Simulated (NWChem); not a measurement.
Everything below was run with NWChem. System: HBF, charge 0, spin multiplicity 2, at a geometry optimised with UPBE0/def2-SVP. The structure started from a generated list of species. Its SCF solution wasn't tested for a lower state. Level: UTPSS/cc-pVQZ.

Job file:

```
start mol
memory heap 200 mb stack 900 mb global 1100 mb
geometry units angstroms nocenter noautoz
  B      0.629044    -0.392647     0.000000
  F     -0.534124     0.190115     0.000000
  H      1.661895     0.252199     0.000000
  symmetry group Cs
end
basis spherical
  * library cc-pvqz
end
dft
  xc xtpss03 ctpss03
  odft
  mult 2
  semidirect memsize 60000000 filesize 0
  iterations 100
  grid fine
end
task dft energy
```

NWChem printed:

```
             Northwest Computational Chemistry Package (NWChem) 7.3.0
             --------------------------------------------------------

                                NWChem Input Module
                                -------------------

 Scaling coordinates for geometry "geometry" by  1.889725989
 (inverse scale =  0.529177249)

 Turning off AUTOSYM since
 SYMMETRY directive was detected!

                             Geometry "geometry" -> ""
                             -------------------------

 Output coordinates in angstroms (scale by  1.889725989 to convert to a.u.)

  No.       Tag          Charge          X              Y              Z
 ---- ---------------- ---------- -------------- -------------- --------------
    1 B                    5.0000     0.62904400    -0.39264700     0.00000000
    2 F                    9.0000    -0.53412400     0.19011500     0.00000000
    3 H                    1.0000     1.66189500     0.25219900     0.00000000

 Effective nuclear repulsion energy (a.u.)      22.6446206274

            Nuclear Dipole moment (a.u.)
            ----------------------------
        X                 Y               Z
 ---------------- ---------------- ----------------
    -0.0000018897    -0.0000018897     0.0000000000

      Symmetry information
      --------------------

 Group name             Cs
 Group number              2
 Group order               2
 No. of unique centers     3

      Symmetry unique atoms

     1    2    3


 Summary of "ao basis" -> "" (spherical)
 ------------------------------------------------------------------------------
       Tag                 Description            Shells   Functions and Types
 ---------------- ------------------------------  ------  ---------------------
 *                          cc-pvqz                   on all atoms

                                 NWChem DFT Module
                                 -----------------

 Summary of "ao basis" -> "ao basis" (spherical)
 ------------------------------------------------------------------------------
       Tag                 Description            Shells   Functions and Types
[...]
   alpha     41     42     43     44     45     46     47     48     49     50
    beta     41     42     43     44     45     46     47     49     48     50
 overlap   0.988  0.988  0.998  0.999  0.990  0.991  0.998  0.993  1.000  0.993

   alpha     51     52     53     54     55     56     57     58     59     60
    beta     51     52     53     54     55     56     57     58     59     60
 overlap   1.000  1.000  0.998  0.999  0.999  0.998  0.998  0.999  1.000  0.995

   alpha     61     62     63     64     65     66     67     68     69     70
    beta     61     62     63     64     65     66     67     68     69     70
 overlap   0.995  0.999  0.995  0.998  0.999  0.998  0.997  0.986  0.986  0.966

   alpha     71     72     73     74     75     76     77     78     79     80
    beta     71     72     73     74     75     76     77     78     79     80
 overlap   0.973  0.991  0.967  0.981  0.969  0.990  0.996  0.998  0.996  0.991

   alpha     81     82     83     84     85     86     87     88     89     90
    beta     81     82     83     84     85     86     87     88     89     90
 overlap   0.996  0.991  0.972  0.970  0.989  0.999  0.998  1.000  0.993  0.999

   alpha     91     92     93     94     95     96     97     98     99    100
    beta     91     92     93     94     95     97     96     98     99    100
 overlap   1.000  0.998  1.000  0.999  0.998  0.998  1.000  0.998  0.999  0.996

   alpha    101    102    103    104    105    106    107    108    109    110
    beta    102    101    104    103    105    106    107    108    109    110
 overlap   0.992  0.993  0.980  0.949  0.946  0.994  0.991  0.985  0.941  0.893

   alpha    111    112    113    114    115    116    117    118    119    120
    beta    111    112    113    114    115    116    117    118    119    120
 overlap   0.938  0.881  0.990  0.995  1.000  1.000  1.000  1.000  1.000  1.000

   alpha    121    122    123    124    125    126    127    128    129    130
    beta    121    122    123    124    125    126    127    128    129    130
 overlap   1.000  1.000  0.999  1.000  1.000  1.000  1.000  1.000  1.000  1.000

   alpha    131    132    133    134    135    136    137    138    139    140
    beta    131    132    133    134    135    136    137    138    139    140
 overlap   0.999  1.000  1.000  1.000  1.000  1.000  0.997  0.998  1.000  1.000

     --------------------------
     Expectation value of S2:
     --------------------------
      <S2> =      0.7524 (Exact =     0.7500)

 center of mass
 --------------
 x =  -0.09427213 y =  -0.02782716 z =   0.00000000

 moments of inertia (a.u.)
 ------------------
           8.718300035283          15.172676009815           0.000000000000
          15.172676009815          44.576477905650           0.000000000000
           0.000000000000           0.000000000000          53.294777940933

     Multipole analysis of the density
     ---------------------------------

     L   x y z        total         alpha         beta         nuclear
     -   - - -        -----         -----         ----         -------
     0   0 0 0     -0.000000     -8.000000     -7.000000     15.000000

     1   1 0 0      0.151491     -0.560986      0.712479     -0.000002
     1   0 1 0      0.144258      0.842652     -0.698392     -0.000002
     1   0 0 1     -0.000000     -0.000000     -0.000000      0.000000

     2   2 0 0     -9.002881    -19.185205    -15.914917     26.097241
     2   1 1 0      0.399292      4.081467      2.494830     -6.177005
     2   1 0 1      0.000000      0.000000      0.000000      0.000000
     2   0 2 0     -9.637914     -9.269612     -4.509866      4.141564
     2   0 1 1     -0.000000     -0.000000     -0.000000      0.000000
     2   0 0 2     -7.827068     -4.538799     -3.288270      0.000000

 Task  times  cpu:        8.0s     wall:        8.0s

 Total times  cpu:        8.0s     wall:        8.0s
```
